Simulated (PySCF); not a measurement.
**Bond energies at MP2/def2-SVP beside a composite method**

PySCF, lowest determinants of a PBE0 search. The composite is CCSD(T) extrapolated to the basis-set limit from two correlation-consistent sets, with core-valence (CV) and scalar-relativistic (SR) terms as its label shows; it has no spin–orbit coupling and nothing beyond (T).

| species | state (unpaired electrons) | De MP2 (eV) | De composite (eV) | composite | dissociates to |
| --- | --- | --- | --- | --- | --- |
| F2 | singlet (closed shell) | 1.43 | 1.67 | CCSD(T)/CBS(TQ)+CV+SR | F + F |
| InF | singlet (closed shell) | 5.32 | 5.64 | CCSD(T)/CBS(DT)+CV | In + F |
| NaH | singlet (closed shell) | 1.46 | 1.96 | CCSD(T)/CBS(TQ)+SR | Na + H |
| CsRb | singlet (closed shell) | 0.24 | 0.48 | CCSD(T)/CBS(DT) | Cs + Rb |
| KRb | singlet (closed shell) | 0.31 | 0.53 | CCSD(T)/CBS(DT) | K + Rb |
| SrH | doublet (σ ↑) | 1.29 | 1.74 | CCSD(T)/CBS(DT) | Sr + H |
| NaSr | doublet (σ ↑) | 0.09 | 0.19 | CCSD(T)/CBS(DT) | Na + Sr |
| GeTe | singlet (closed shell) | 4.11 | 4.34 | CCSD(T)/CBS(DT) | Ge + Te |

Does MP2 bind more or less than the composite, by how much on average, and where is the difference largest?

MP2/def2-SVP binds less on average, method and basis taken together: the mean signed difference is -0.29 eV and the mean absolute one 0.29 eV; it is largest for NaH (-0.50 eV).

The molecules are drawn from runs that passed checks on state, spin purity and fit, so the hardest cases are missing and the errors look smaller than over all diatomics.

Correlated steps freeze the inner cores (0 to 37 orbitals); shallow outer-core shells are correlated. UHF and ROHF references stand side by side, which adds small steps between rows. Weak bonds: CsRb, KRb, NaSr. Basis-set superposition, not corrected here, can be much of De in a small basis, most of all at correlated wavefunction levels. These are scalar-relativistic numbers at best; spin–orbit coupling would shift them, the dissociation energy most. Where the molecule has an RHF reference, its open-shell atoms are computed with UHF. The CCSD T1 diagnostic is raised in GeTe, a sign that a single reference may not be enough there. States were picked by a PBE0 search and need not be the measured ground states.
